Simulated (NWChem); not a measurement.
System: BH$_{3}$; SMILES B

```xyz
4

B      0.0000     0.0000     0.0000
H     -1.1730     0.3143     0.0000
H      0.3143    -1.1730     0.0000
H      0.8587     0.8587     0.0000
```
Atoms are numbered in this order, from 1.

Level: PBE-D3(BJ)/def2-SVP (NWChem); excitation at 532 nm, off resonance, unscaled harmonic frequencies. Structure relaxed at the PBE-D3(BJ)/def2-SVP level.

Give the Raman lines with relative activities.


```csv
wavenumber (cm⁻¹),relative intensity
1131,2.8
2479,100
2633,43
```
